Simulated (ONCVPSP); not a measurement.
antimony, ONCV: configuration errors across variants

* Element: Sb
* Generator: ONCVPSP 4.0.1
* Type: optimised norm-conserving Vanderbilt (ONCV)
* Functional: PBE
* Relativity: scalar-relativistic
* Frozen core: [Ar] 3d10
* Valence charge: 23
* Reference configuration: 4s2 4p6 4d10 5s2 5p2 (charge +1)
* Partial waves: 4s+5s: rc 1.05 bohr, ncon 5, nbas 9, qcut 9.9 1/bohr, 2 projectors; 4p+5p: rc 1.25 bohr, ncon 4, nbas 7, qcut 14.1 1/bohr, 2 projectors; 4d: rc 1.00 bohr, ncon 4, nbas 7, qcut 8.7 1/bohr, 2 projectors, debl 0.8 Ha
* Local potential: polynomial inside 0.75 bohr (lpopt 5, dvloc0 0 Ha)
* Core correction: none

In the d channel the program set the typed energies aside and used -1.544, 0.250 Ha.

All-electron excitation energies from the reference (eV): (1) 4s2 4p6 4d10 5s2 5p3 -8.317; (2) 4s2 4p6 4d10 5s2 5p1 15.968; (3) 4s2 4p6 4d10 5s2 5p0 40.382; (4) 4s2 4p5 4d10 5s2 5p3 101.635.

2 further variants failed, have other tests or another functional or relativity, and are left out.

A true bound ghost makes a file unfit for plane-wave use even where its test errors are small: the radial tests pick states by their node count and pass the ghost by.

Errors AE − PS in meV (a dash: test not solved or not reliable):

```tsv
change	(1)	(2)	(3)	(4)	bound ghosts	GHOST(+) flags above zero
base	+1.6	-3.4	-9.0	-77	none	s
local potential polynomial inside 0.75 bohr (lpopt 5, dvloc0 -3 Ha)	+1.6	-3.4	-9.0	-77	none	s
local potential polynomial inside 0.75 bohr (lpopt 4, dvloc0 1 Ha)	+1.6	-3.4	-9.0	-77	none	s
d: qcut 5.4	+1.6	-3.5	-9.1	-84	d	s
s: qcut 6.3	+1.7	-3.4	-8.6	-74	none	s
```

(1) Give the same row for: d: rc 1.14.

Results:

(1) +1.6, -3.5, -9.1, -82; bound ghosts: none; GHOST(+) flags above zero: s.
